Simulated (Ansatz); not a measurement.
This singlet lies 1.15 eV below the relaxed triplet at the level frozen-core CCSD(T)/aug-cc-pVDZ // PBE0-D3(BJ)/def2-TZVPD (Ansatz, a quantum-chemistry and plane-wave program).

Species: H$_{5}$AlNSi, SMILES `[NH2][Al-][SiH3]` (lower singlet) (charge -1, multiplicity 1).

### Question
Give a relaxed geometry from PBE0-D3(BJ)/def2-TZVPD in Ansatz.

### Answer
One answer among several that fit: the end point of this relaxation, one of several conformers (outside a Z-matrix the atoms follow the SMILES, hydrogens last).
Z-matrix (Å, degrees):
```
Si
H 1 1.5169
H 1 1.5171 2 100.32
H 1 1.5236 2 100.93 3 103.35
Al 1 2.6321 2 116.27 3 -125.63
N 5 1.8424 1 93.01 2 -123.72
H 6 1.0099 5 122.77 1 -179.73
H 6 1.0107 7 109.84 5 179.96
```
